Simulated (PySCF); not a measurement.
GeH₂, charge -1, multiplicity 2. Atoms are numbered in the order given.

```xyz
3

Ge     0.0000     0.0000    -0.0670
H      0.0000     1.1592     1.0722
H      0.0000    -1.1592     1.0722
```
Charge -1, spin multiplicity 2.

Coordinates come from a TPSSh-D3(BJ)/def2-TZVPD optimisation. The multiplicity is an assumed one; other spin states were not compared. The isomer is the one that the SMILES or the coordinates give; other isomers of the formula were not compared.

Method: PySCF with TPSSh-D3(BJ)/def2-TZVPD.

Frequencies are harmonic and unscaled.

```json
[
 {"mode": "1", "ν (cm⁻¹)": "886", "IR (km/mol)": "92.6", "moving atoms (share of kinetic energy)": "H 99 %"},
 {"mode": "2", "ν (cm⁻¹)": "1720", "IR (km/mol)": "758.0", "moving atoms (share of kinetic energy)": "H 99 %"},
 {"mode": "3", "ν (cm⁻¹)": "1722", "IR (km/mol)": "710.9", "moving atoms (share of kinetic energy)": "H 99 %"}
]
```
